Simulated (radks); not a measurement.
Spherical quantum dot in the effective-mass picture: electrons in a hard-walled sphere of radius 2, with a point charge +1 (a donor) at the centre, all in effective atomic units (hartree* = m*/eps^2 hartree, bohr* = eps/m* bohr), one dielectric constant everywhere. Calculated with a radial shooting solver with Libxc functionals: non-relativistic Kohn-Sham, exchange-only LDA, spin-polarised, spherical densities. Levels are named by radial order and angular momentum (1s, 1p, 1d, 2s, ...), and open shells are averaged over m.

N = 17, configuration 1s2 1p6 1d(up 5, down 4). This is the lowest configuration that the search found. Occupied and some empty levels:

level    occupation  eigenvalue (hartree*)  <r> (bohr*)
1s up             1                 11.792        1.119
1s down           1                 11.821        1.116
1p up             3                 12.809        1.286
1p down           3                 12.844        1.285
1d up             5                 14.177        1.368
1d down           4                 14.213        1.368
2s up             0                 15.015       0.9091
2s down           0                 15.032       0.9104
1f up             0                 15.915        1.426
1f down           0                 15.952        1.426
2p up             0                 17.853        1.040
2p down           0                 17.876        1.040

Energy (hartree*): total 131.940, kinetic 57.197, external -14.103, Hartree 100.13, exchange-correlation -11.281.
